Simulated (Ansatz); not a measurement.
A run for Ansatz (a quantum-chemistry and plane-wave program): R-CCSD(T)/cc-pVTZ on GaGeH5 (SMILES [GaH2][GeH3]), a point of a bond scan (R = 1.541 Å). The run froze 28 orbitals, filled d shells among them.

Ansatz 0.2 input:
```yaml
crystal:
  periodic: [false, false, false]
  atoms:
    - {symbol: Ga, position_ang: [-1.23043577, -0.07769067, -0.29199579]}
    - {symbol: Ge, position_ang: [1.15729770, 0.07022597, 0.27368514]}
    - {symbol: H, position_ang: [1.98201560, -1.14287734, -0.19965612]}
    - {symbol: H, position_ang: [1.78713141, 1.32896781, -0.36154397]}
    - {symbol: H, position_ang: [1.35929899, 0.19976849, 1.79857150]}
    - {symbol: H, position_ang: [-2.21719620, 1.04514781, 0.20263148]}
    - {symbol: H, position_ang: [-1.80126754, -1.26982717, -1.14605758]}
basis:
  gaussian:
    orbitals: cc-pVTZ
    pivot_positions_ang: [[-1.23043577, -0.07769067, -0.29199579], [1.15729770, 0.07022597, 0.27368514], [1.98201560, -1.14287734, -0.19965612], [1.78713141, 1.32896781, -0.36154397], [1.35929899, 0.19976849, 1.79857150], [-2.21719620, 1.04514781, 0.20263148], [-1.80126754, -1.26982717, -1.14605758]]
magnetization: {spin_polarized: false}
correlation: {method: ccsd_t, electrons: outside_noble_gas}
scf: {lower_state_search: off}
output: {orbitals: {seedname: ./end}}
```

Output:

```
WARN ansatz: RAYON_NUM_THREADS=1 ignored (pool sized by the plan → 1); use --threads N
Functional definition: HF
these checks for a lower state are left out or cut short: stability, starts, cluster_reference, orbital_swaps, neighbouring_geometries, increment
integrals: 0.39 GiB planned
1041 factors; integrals over basis functions are off by at most 3.2e-4 eV
mean field: 0.56 GiB planned
mean field evaluation 1: about -108887.6612 eV, gradient 1.3e1 eV
mean field evaluation 2: about -108887.7126 eV, gradient 1.3e1 eV
mean field evaluation 4: about -108888.6270 eV, gradient 2.1e0 eV
mean field evaluation 8: about -108888.6371 eV, gradient 3.0e-4 eV
mean field -108888.63710878 eV, -4001.5836063787 hartree, gradient 1.5e-6 eV, S^2 0.000000; 0 other end points of the search recorded, 0 dependent functions left out
28 core orbitals not correlated
reference -108888.63710878 eV, -4001.5836063787 hartree; 6, 6 occupied and 122, 122 virtual orbitals, 1041 factors
second order -5.62303353 eV of doubles, -0.00000000 eV of singles
coupled cluster: 0.72 GiB planned
cycle   1  -6.44414123 eV  change   -8.2e-1 eV  update   7.0e-2
cycle   2  -6.75508907 eV  change   -3.1e-1 eV  update   2.4e-2
cycle   3  -6.76810608 eV  change   -1.3e-2 eV  update   6.0e-3
cycle   4  -6.76607578 eV  change    2.0e-3 eV  update   2.2e-3
cycle   5  -6.76538563 eV  change    6.9e-4 eV  update   6.7e-4
cycle   6  -6.76526571 eV  change    1.2e-4 eV  update   2.1e-4
cycle   7  -6.76529185 eV  change   -2.6e-5 eV  update   6.9e-5
cycle   8  -6.76530945 eV  change   -1.8e-5 eV  update   2.2e-5
cycle   9  -6.76530601 eV  change    3.4e-6 eV  update   7.3e-6
perturbative correction -0.17792712 eV, -0.0065387011 hartree
Total energy: -108895.58034192 eV, -4001.8387654901 hartree
Checks for a lower state left out: stability, starts, cluster_reference, orbital_swaps, neighbouring_geometries, increment
```

Self-consistency was reached.

Cost: very roughly 12 core-seconds.
